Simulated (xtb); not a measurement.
C4H12OSi, SMILES CC[Si@H](C)OC. All values are semi-empirical tight-binding results from xtb (GFN2-xTB unless named), good for trends rather than for accurate numbers. Geometry: GFN2-xTB. The structure was generated by enumeration; whether it is a known compound was not checked. The values are those of a single conformer.

Optimised geometry:

```xyz
18

C     -2.2593    -1.0751    -0.0434
C     -1.4727     0.0624    -0.6891
Si     0.0161     0.6249     0.3710
C      0.9392     1.9883    -0.5865
O      0.9873    -0.6187     0.7849
C      1.7365    -1.4824    -0.0166
H     -2.6682    -0.7588     0.9130
H     -1.6155    -1.9331     0.1365
H     -3.0840    -1.3933    -0.6802
H     -2.1478     0.9008    -0.8647
H     -1.1324    -0.2632    -1.6761
H     -0.3637     1.0242     1.7220
H      1.2113     1.6714    -1.5909
H      0.3366     2.8857    -0.6831
H      1.8547     2.2644    -0.0711
H      2.2379    -2.1972     0.6376
H      2.4890    -0.9321    -0.5870
H      1.0963    -2.0271    -0.7154
```

* **orbital gap**: 6.39 eV
* **dipole moment**: 1.57 D
* **zero-point energy**: 95.1 kcal/mol
* **G − E(el) at 298.15 K (modified RRHO)**: 72.9 kcal/mol
* **static polarisability (D4 model)**: 83.8 bohr³
* **solvation energy, GFN2-xTB/ALPB(water)**: -0.7 kcal/mol
* **solvation energy, GFN2-xTB/ALPB(benzene)**: -5.4 kcal/mol

Computed atomic charges and the Wiberg bond orders between heavy atoms:
charges (e) C1 -0.10, C2 -0.15, Si3 0.53, C4 -0.21, O5 -0.36, C6 0.04, H7 0.03, H8 0.02, H9 0.03, H10 0.02, H11 0.02, H12 -0.07, H13 0.03, H14 0.03, H15 0.03, H16 0.05, H17 0.03, H18 0.03. Bond orders C1–C2 1.03, C2–Si3 0.87, Si3–C4 0.89, Si3–O5 1.14, O5–C6 1.00.
